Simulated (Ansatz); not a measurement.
Li₆N₂⁻. Total charge -1; doublet. Geometry PBE-D4/def2-TZVPD; atoms count from 1.

```xyz
8

Li   -0.197   -0.538    1.724
Li   -1.706   -1.690   -0.387
Li   -0.327    0.237   -2.959
Li    1.158   -1.901   -1.192
Li    0.778    0.903   -0.502
Li   -2.111    1.259   -0.576
N     1.229    0.780    2.523
N     1.175    0.950    1.368
```

The charge -1 doublet is spin-contaminated (final ⟨S²⟩ up to 1.73, 0.75 for a pure state). The highest occupied level of the charge -1 doublet lies above zero (up to 0.09 eV). It is a level of α spin, whose loss leaves a singlet; that state wasn't run at this geometry and level. The electron is either unbound and held by the finite basis, or the level is raised by self-interaction error. Another isomer (doublet) lies 0.32 eV lower at PBE0-D4/def2-TZVPD; other spin states weren't run for this one.

(1) Estimate the Mulliken populations from the PBE0/def2-TZVPD orbitals of Ansatz.

(2) Where does the spin sit?

(3) And the Mayer bond orders between bonded heavy atoms (over 0.3)?

Answers

(1) 
| atom | charge (e) | spin (α − β) |
| --- | --- | --- |
| Li1 | 0.40 | 0.42 |
| Li2 | -0.30 | 0.58 |
| Li3 | -0.05 | 0.56 |
| Li4 | -0.06 | 0.12 |
| Li5 | -0.31 | 0.01 |
| Li6 | -0.06 | 0.12 |
| N7 | -0.67 | -0.49 |
| N8 | 0.05 | -0.33 |
Mulliken values and Mayer orders depend strongly on the basis. With diffuse functions, as here, like atoms can get unlike values, and bond orders can come out too low or too high.

(2) Summed by element: Li 1.82, N -0.82, of 1 unpaired in all. Largest on single atoms: Li2 0.58, Li3 0.56, N7 -0.49.

(3) Li2–Li4 0.40 (2.98 Å); Li2–Li6 0.40 (2.98 Å); Li3–Li5 0.40 (2.77 Å); Li4–Li5 0.30 (2.91 Å); Li5–Li6 0.30 (2.91 Å); N7–N8 1.68 (1.17 Å). Values over 0.3 also appear between atoms too far apart for a bond (Li2–Li3 0.42 at 3.50 Å; Li2–Li5 0.46 at 3.59 Å; Li3–Li4 0.34 at 3.15 Å; Li3–Li6 0.34 at 3.15 Å); they arise where an orbital or an unpaired electron spreads over both atoms.
